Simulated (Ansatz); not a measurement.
Born–Oppenheimer molecular dynamics of H$_{7}$N$_{3}$Si (11 atoms, charge 0, multiplicity 1). It starts at the highest image of a converged band. Of that band: Neighbouring images differ by up to 2.1 eV, so the band resolves the path poorly. A vibrational analysis at the climbing image gives 3 clearly imaginary modes (1534i, 131i, 92i cm⁻¹): a point of higher order, so a lower path passes nearby.

Level of theory: Ansatz 0.2.0, RKS B3LYP-D4/6-31G*.

```json
{
 "ensemble": "NVE (velocity Verlet)",
 "time step": "0.5 fs",
 "steps asked": "200",
 "starting velocities drawn for": "300 K",
 "seed": "2071"
}
```

First frame:

```xyz
11
Properties=species:S:1:pos:R:3
Si -0.267 0.058 0.374
H 0.907 0.035 1.542
N 1.667 -0.041 0.354
H 2.157 -0.915 0.155
H 2.223 0.772 0.080
N -0.589 1.419 -0.686
H -1.402 1.305 -1.284
H -0.617 2.340 -0.263
N -0.884 -1.312 -0.503
H -1.078 -2.173 -0.010
H -0.582 -1.490 -1.457
```

Task: How far do the bonds stretch over the last three quarters of this one trajectory? (Pairs bonded in most of those frames.)

Result: 
```tsv
bond	mean (Å)	spread (Å)	shortest	longest
Si1–N6	1.791	0.040	1.72	1.86
Si1–N9	1.779	0.034	1.72	1.83
H2–N3	1.053	0.092	0.90	1.21
N3–H4	1.028	0.026	0.97	1.08
N3–H5	1.028	0.033	0.96	1.11
N6–H7	1.020	0.018	0.99	1.05
N6–H8	1.017	0.012	1.00	1.04
N9–H10	1.020	0.012	1.00	1.05
N9–H11	1.021	0.023	0.99	1.06
```

Mean temperature of the second half: 1044 K. The conserved energy stayed within 0.85 meV per atom of its start (net change -0.11 meV per atom), so the integration is sound. The kinetic energy rose, since the run started high on the potential surface and went downhill. It ends in pieces (H3N + H4N2Si), so much of that is their flight and rotation, not heat. A run of 0.1 ps of so small a system gives no equilibrium averages. The orbitals stay closed-shell, which can raise the energy where a bond breaks towards radicals; this wasn't checked here.

Time of the run: 8.9 min on 1 thread of Arm Neoverse V2, with other jobs on the host, peak memory 0.15 GiB.
